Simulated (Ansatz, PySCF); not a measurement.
Reaction (SMILES): C (CH4) -> [CH3] (CH3) + H atom (the C-H bond at the site shown breaks; other sites are not compared here)
Each molecule is optimised on its own at B3LYP-D3(BJ)/def2-TZVP (Ansatz, an electronic-structure program).

Wanted: bond dissociation energy (enthalpy at 298 K, with B3LYP-D3(BJ) rigid-rotor harmonic-oscillator terms from PySCF), in eV. Correlated levels leave the core frozen unless marked. Open shells are spin-unrestricted. Spin-orbit coupling is left out. Non-relativistic unless marked X2C. FCI takes restricted orbitals. CBS marks a two-point X^-3 extrapolation of the correlation energy; Hartree-Fock from the larger set.

```
level                                         program  bond dissociation energy (eV)
-------------------------------------  --------------  -----------------------------
SVWN5/def2-TZVPD                               Ansatz                           5.00
revPBE-D3(BJ)/def2-TZVPD               Ansatz + dftd3                           4.36
revPBE/def2-TZVPD                              Ansatz                           4.33
TPSSh/def2-TZVPD                                PySCF                           4.47
r2SCANh-D4/def2-TZVPD                  Ansatz + dftd4                           4.33
r2SCAN0-D4/def2-TZVPD                  Ansatz + dftd4                           4.32
PW6B95/def2-TZVPD                               PySCF                           4.53
RPA@PBE/cc-pVQZ                                Ansatz                              ?
SCS-MP2/6-31G*                                 Ansatz                           4.20
CCSD/def2-QZVPPD                               Ansatz                           4.47
X2C-CCSD(T)/cc-pVTZ-DK                         Ansatz                           4.49
CCSD(T) with core electrons/cc-pwCVTZ          Ansatz                              ?
CCSDT(Q)/cc-pVDZ                               Ansatz                           4.34
FCI/6-31G                                      Ansatz                              ?
CCSD(T)/CBS(def2-TZVPPD,def2-QZVPPD)           Ansatz                              ?
```

### Question
Fill in the missing entries.

### Answer

- RPA@PBE/cc-pVQZ, bond dissociation energy (eV): 4.45
- CCSD(T) with core electrons/cc-pwCVTZ, bond dissociation energy (eV): 4.50
- FCI/6-31G, bond dissociation energy (eV): 4.03
- CCSD(T)/CBS(def2-TZVPPD,def2-QZVPPD), bond dissociation energy (eV): 4.54
